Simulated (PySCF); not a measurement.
## Computed properties of Al(Cl)(OMe)(NH2) (CH₅AlClNO), SMILES [O](C)[Al]([Cl])[NH2]

Al(Cl)(OMe)(NH2) (CH5AlClNO), SMILES C[O][Al]([NH2])[Cl]. Geometry: ωB97X-D3(BJ)/def2-SVP. The structure was generated by enumeration; whether it is a known compound was not checked. Other conformers were not sampled. All values are computed for the isolated molecule unless a solvent is named; none is compared with measurement here.

**Structure.** All 24 harmonic modes at ωB97X-D3(BJ)/def2-SVP (PySCF) are real, so it is a minimum. With heavy atoms numbered as in [Al:1]([Cl:2])([O:3][CH3:4])[NH2:8], the shortest bond between them is O3–C4 at 1.399 Å and the longest Al1–Cl2 at 2.100 Å.

**Vibrations.** The strongest infrared lines (harmonic, unscaled, degenerate partners summed) lie at 1266 cm⁻¹ (339 km/mol, O 56 %, C 31 %, H 10 %), 765 cm⁻¹ (232 km/mol, Al 45 %, H 18 %, O 13 %, N 11 %, C 9 %), 408 cm⁻¹ (211 km/mol, H 79 %, N 20 %). The softest mode is at 81 cm⁻¹ and the zero-point energy is 44.0 kcal/mol.

**Electronic structure.** B3LYP/def2-TZVP (PySCF) places the frontier levels at -7.34 and -0.58 eV, a gap of 6.76 eV, and gives a dipole moment of 1.35 D and a mean polarisability of 57.7 bohr³. PBE/def2-TZVP (PySCF) at the same geometry gives -6.16 and -1.15 eV, so its gap is 1.75 eV narrower. An orbital gap is neither the optical nor the fundamental gap.

**Excitations.** TDA-CAM-B3LYP/def2-SVPD (PySCF) has S1 at 5.95 eV (208 nm, f = 0.036, weak); the most intense of the 10 singlets computed lies at 7.72 eV (f = 0.24). T1 (TDA) is at 5.56 eV, 0.39 eV under S1. TDA-PBE/def2-SVPD (PySCF) puts S1 at 4.97 eV. No vertical singlet excitation falls in the visible range (under 3.1 eV).

**NMR.** GIAO shifts at HF/pcSseg-1 (PySCF) (non-relativistic, atoms alike by connectivity averaged): ¹³C at 50.8 ppm against TMS; ¹H from 0.8 to 3.9 ppm against TMS. Without spin–orbit terms, shifts of atoms bonded to Cl or Br come out too high.
